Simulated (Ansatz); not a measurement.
The cluster Cu₃⁻. Total charge -1; quintet. Geometry r2SCAN-D4/def2-TZVPD; atoms count from 1.

| atom | x (Å) | y (Å) | z (Å) |
| --- | --- | --- | --- |
| Cu1 | 1.0793 | -0.0052 | 2.1722 |
| Cu2 | -1.0793 | 0.0051 | -2.1722 |
| Cu3 | 0.0000 | 0.0001 | 0.0000 |

The highest occupied level of the charge -1 quintet lies above zero (up to 0.83 eV). It is a level of α spin, whose loss leaves a quartet; that state wasn't run at this geometry and level. The electron is either unbound and held by the finite basis, or the level is raised by self-interaction error. At PBE0-D4/def2-TZVPD a singlet of charge -1 lies 4.06 eV below the quintet, each at its own geometry. The structure comes from a short search, and lower isomers may exist.

Question: Estimate the Mulliken populations from the PBE0/def2-TZVPD orbitals of Ansatz.

Answer: 
```json
{"atom": "Cu1", "charge (e)": "-0.22", "spin (α − β)": "1.20", "d electrons": "9.95"}
{"atom": "Cu2", "charge (e)": "-0.22", "spin (α − β)": "1.20", "d electrons": "9.95"}
{"atom": "Cu3", "charge (e)": "-0.55", "spin (α − β)": "1.59", "d electrons": "9.87"}
```
Mulliken values and Mayer orders depend strongly on the basis. With diffuse functions, as here, like atoms can get unlike values, and bond orders can come out too low or too high.

Question: Where does the spin sit?

Answer: Summed by element: Cu 4.00, of 4 unpaired in all. Largest on single atoms: Cu3 1.59, Cu1 1.20, Cu2 1.20.

Question: And the Mayer bond orders between bonded heavy atoms (over 0.3)?

Answer: Cu1–Cu3 0.94 (2.43 Å); Cu2–Cu3 0.94 (2.43 Å). Values over 0.3 also appear between atoms too far apart for a bond (Cu1–Cu2 0.37 at 4.85 Å); they arise where an orbital or an unpaired electron spreads over both atoms.
